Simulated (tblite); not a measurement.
Compound: C5H5FO2 (charge +1 and doublet state).
Bonds: C1–O2, O2–C3, C3–C4, C4–O5, O5–C6, C6–F7, C6–C8 (double), C3–C8. Hydrogens: H9, H10, H11 on C1; H12 on C4; H13 on C8.

Computed geometry: GFN2-xTB, gas phase. This method treats the open shell by occupation alone, without spin polarisation.

(1) What internal coordinates does the optimisation give?

Answers

(1) 
| bond | length (Å) |
| --- | --- |
| C1–O2 | 1.405 |
| O2–C3 | 1.297 |
| C3–C4 | 1.433 |
| C4–O5 | 1.305 |
| O5–C6 | 1.361 |
| C6–F7 | 1.290 |
| C6=C8 | 1.362 |
| C3–C8 | 1.424 |
| C1–H9, C1–H10, C1–H11 | 1.094 |
| C4–H12 | 1.078 |
| C8–H13 | 1.071 |

Bonds in one row agree within 0.01 Å and their mean is given. A selection of angles:
| angle | degrees |
| --- | --- |
| O2–C1–H9 | 113.7 |
| O2–C1–H10 | 108.3 |
| H9–C1–H10 | 110.0 |
| H9–C1–H11 | 111.1 |
| H10–C1–H11 | 106.6 |
| C1–O2–C3 | 123.2 |
| O2–C3–C4 | 121.7 |
| O2–C3–C8 | 132.9 |
| C4–C3–C8 | 105.4 |
| C3–C4–O5 | 110.1 |
| C3–C4–H12 | 130.1 |
| O5–C4–H12 | 119.8 |
| C4–O5–C6 | 107.5 |
| O5–C6–F7 | 116.6 |
| O5–C6–C8 | 112.4 |
| F7–C6–C8 | 131.0 |
| C6–C8–H13 | 125.7 |
| C3–C8–C6 | 104.7 |
| C3–C8–H13 | 129.6 |

Torsions: C1–O2–C3–C4 -179° (antiperiplanar); O2–C3–C4–O5 180° (antiperiplanar); C3–C4–O5–C6 0° (synperiplanar); C4–O5–C6–F7 180° (antiperiplanar); O5–C6–C8–C3 0° (synperiplanar); O2–C3–C8–C6 180° (antiperiplanar). The mirror-image conformer, all signs reversed, is as good.

C8 (carbon bonded to 2 C and H) is planar (angles 129.6°, 125.7° and 104.7°, sum 360.0°, 0.00 Å off the plane of its three neighbours). The C–O distances run from 1.297 Å (O2–C3, drawn single) to 1.405 Å (C1–O2, drawn single), a spread of 0.108 Å. The 5-membered ring C3–C4–O5–C6–C8 has internal angles of 104.7° to 112.4°; it is planar, 0.00 Å rms from its mean plane, widest ring torsion 0°. C3 (carbon bonded to 2 C and O) is planar (angles 132.9°, 121.7° and 105.4°, sum 360.0°, 0.00 Å off the plane of its three neighbours). The 8 heavy atoms lie in one plane (0.003 Å rms). The 3 C–C bonds span 1.362 Å (C6=C8, drawn double in one of several resonance forms) to 1.433 Å (C3–C4, drawn single), a spread of 0.071 Å. C4 (carbon bonded to C, O and H) is planar (angles 130.1°, 119.8° and 110.1°, sum 360.0°, 0.00 Å off the plane of its three neighbours).

GFN2-xTB frequencies show an imaginary mode (32i cm⁻¹), so the point is no minimum at that level. 2 starts were optimised and ended at 0.00 and 1.81 kcal/mol (GFN2-xTB); the lowest of these is shown.

The run took 0.36 s of wall time on one thread, Arm Neoverse V1 (aarch64), shared host with 32 logical CPUs at a one-minute load of 37. These figures are those of the optimisation.
